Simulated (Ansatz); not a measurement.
A nudged elastic band was laid between two geometries of CH₃BFNO (8 atoms, charge 0, multiplicity 1).

All numbers below come from RKS PBE0/6-31G* (Ansatz 0.2.0).

| Quantity | Value |
| --- | --- |
| movable images | 5 |
| climbing image | yes |
| spring | 5.0 eV/Å² |
| optimiser | quadratic models (default) |
| start path | through a guess of the saddle point |
| force threshold | 0.05 eV/Å |
| iteration limit | 54 |
| end points | relaxed |

Image 0:

```xyz
8
Properties=species:S:1:pos:R:3
C -0.416 0.842 -1.114
N -0.396 0.518 0.101
B 0.506 -0.271 0.884
O 0.259 -1.569 1.203
F 1.580 0.298 1.426
H -1.216 1.482 -1.504
H 0.335 0.524 -1.855
H -0.560 -1.882 0.803
```

Image 6:

```xyz
8
Properties=species:S:1:pos:R:3
C -0.421 0.844 -1.109
N 0.326 -0.030 -0.602
B 0.645 -0.376 0.749
O 0.055 -1.412 1.401
F 1.634 0.257 1.376
H -0.504 0.938 -2.199
H -1.025 1.559 -0.529
H -0.618 -1.837 0.857
```

**Question.** Which bonds break or form, and what moves?

**Answer.** No bond is made or broken.  The two ends are copies of one structure, up to a mirror image or an exchange of like atoms.

**Question.** What energy profile does the band end with?

**Answer.** The forces met the threshold. The highest image is number 3 of 0 to 6, 3.7 kJ/mol above the ends, which have the same energy within 2 meV. A vibrational analysis at the climbing image gives no mode beyond 40i cm⁻¹: the surface is too flat there to confirm a saddle point.

| image | path coordinate (Å) | energy (kJ/mol) |
| --- | --- | --- |
| 0 | 0.00 | 0.0 |
| 1 | 0.63 | 2.0 |
| 2 | 1.25 | 3.2 |
| 3 | 1.88 | 3.7 |
| 4 | 2.52 | 3.3 |
| 5 | 3.16 | 2.0 |
| 6 | 3.80 | 0.0 |

**Question.** What is the geometry of the highest image?

**Answer.** 
```xyz
8
Properties=species:S:1:pos:R:3
C -0.368 0.894 -1.092
N -0.607 -0.070 -0.302
B 0.434 -0.441 0.662
O 0.232 -1.470 1.511
F 1.597 0.208 0.740
H -1.123 1.200 -1.825
H 0.570 1.468 -1.099
H -0.644 -1.845 1.349
```

Time of the run: 5.8 min on 1 thread of Arm Neoverse V1 (shared host), peak memory 0.15 GiB.
